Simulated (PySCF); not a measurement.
Species: C4H7FSi.
Structure used (PBE0-D3(BJ)/def2-SVP), in Å, numbered top down from 1:
```xyz
13
C4H7FSi angstrom
F      3.243    0.562   -1.070
C      2.273    0.431   -0.164
C      1.024    0.119   -0.505
C     -0.089   -0.014    0.452
C     -1.129   -1.132    0.226
Si    -1.829    0.576    0.034
H      2.619    0.613    0.859
H      0.819   -0.042   -1.569
H      0.205    0.122    1.500
H     -1.394   -1.732    1.103
H     -0.981   -1.745   -0.670
H     -2.083    1.090   -1.335
H     -2.678    1.149    1.108
```

Level of theory: PBE0-D3(BJ)/def2-SVP geometry optimisation, gas phase (PySCF).

Take the most abundant isotopes and a rigid rotor. The values belong to one conformer with, in the numbering `[F:1]/[CH:2]=[CH:3]/[C@@H:4]1[CH2:5][SiH2:6]1`, C2–C3–C4–C5 -142°.

**Question.** What are A, B and C (GHz)?

**Answer.** Ia = 55.92, Ib = 430.96, Ic = 451.80 u·Å²; 505379 MHz·u·Å²/I gives 9038, 1173 and 1119 MHz, that is A = 9.0381, B = 1.1727, C = 1.1186 GHz.

**Question.** What kind of rotor is it?

**Answer.** A near-prolate asymmetric top. Ray's parameter κ = (2B − A − C)/(A − C) = -0.986; −1 is the prolate and +1 the oblate limit.

**Question.** What does the inertial defect say?

**Answer.** Not planar: Δ = Ic − Ia − Ib = -35.08 u·Å². For a rigid frame Δ = −2 Σ m c², so Σ m c² = 17.54 u·Å² lies off the ab plane: 10.45 from hydrogen and 7.09 from heavier atoms. The atom farthest from that plane is 1.52 Å away.

**Question.** Give the other two planar moments, Paa and Pbb, and the rms extents of the mass along the axes.

**Answer.** Paa = Σ m a² = (Ib + Ic − Ia)/2 = 413.42 and Pbb = Σ m b² = (Ia + Ic − Ib)/2 = 38.38 u·Å². With the mass M = 102.03 u, the rms extents √(P/M) along a, b and c are 2.01, 0.61, 0.41 Å.

**Question.** List the rotational levels J(Ka,Kc) to J = 5 (MHz).

**Answer.** Above 0(0,0):
J = 1: 1(0,1) 2291, 1(1,1) 10157, 1(1,0) 10211
J = 2: 2(0,2) 6874, 2(1,2) 14685, 2(1,1) 14847, 2(2,1) 38444, 2(2,0) 38444
J = 3: 3(0,3) 13746, 3(1,3) 21478, 3(1,2) 21802, 3(2,2) 45318, 3(2,1) 45319, 3(3,1) 84780, 3(3,0) 84780
J = 4: 4(0,4) 22909, 4(1,4) 30534, 4(1,3) 31075, 4(2,3) 54483, 4(2,2) 54487, 4(3,2) 93946, 4(3,1) 93946, 4(4,1) 149192, 4(4,0) 149192
J = 5: 5(0,5) 34360, 5(1,5) 41854, 5(1,4) 42665, 5(2,4) 65938, 5(2,3) 65948, 5(3,3) 105403, 5(3,2) 105403, 5(4,2) 160650, 5(4,1) 160650, 5(5,1) 231681, 5(5,0) 231681
The levels of one J sum to (2J + 1)J(J + 1)(A + B + C)/3.

**Question.** Which types of transition are allowed, and where do some lines up to J = 2 fall?

**Answer.** The dipole components are |μa| = 1.67 D, |μb| = 0.29 D, |μc| = 0.68 D. The squared components, which scale the intensities, stand as 1.00 : 0.03 : 0.17 (a : b : c). Some lines, for components of 0.1 D or more:

```
type  branch         J(Ka,Kc)    MHz  lower level (cm⁻¹)
   a       R  2(1,2) ← 1(1,1)   4528               0.339
   a       R  2(0,2) ← 1(0,1)   4582               0.076
   a       R  2(1,1) ← 1(1,0)   4637               0.341
   c       Q  1(1,1) ← 1(0,1)   7865               0.076
   b       Q  2(1,1) ← 2(0,2)   7974               0.229
   c       R  1(1,0) ← 0(0,0)  10211               0.000
   b       R  2(1,2) ← 1(0,1)  12394               0.076
   c       Q  2(2,1) ← 2(1,1)  23596               0.495
   b       Q  2(2,1) ← 2(1,2)  23759               0.490
   b       R  2(2,1) ← 1(1,0)  28233               0.341
   c       R  2(2,0) ← 1(1,0)  28233               0.341
   c       R  2(2,1) ← 1(1,1)  28287               0.339
```

**Question.** Estimate the classical rotational partition function at 25 K, 298.15 K and 500 K.

**Answer.** Point group C1, symmetry number σ = 1; q = (√π/σ)·√((kT/h)³/(ABC)), k/h = 20836.6 MHz/K: 6120 at 25 K, 252000 at 298.15 K, 547000 at 500 K.

No PBE0-D3(BJ)/def2-SVP frequencies stand behind this structure, so it isn't proved a minimum. These are rigid-rotor constants of the computed structure; measured ground-state constants (B0) also hold zero-point vibration.
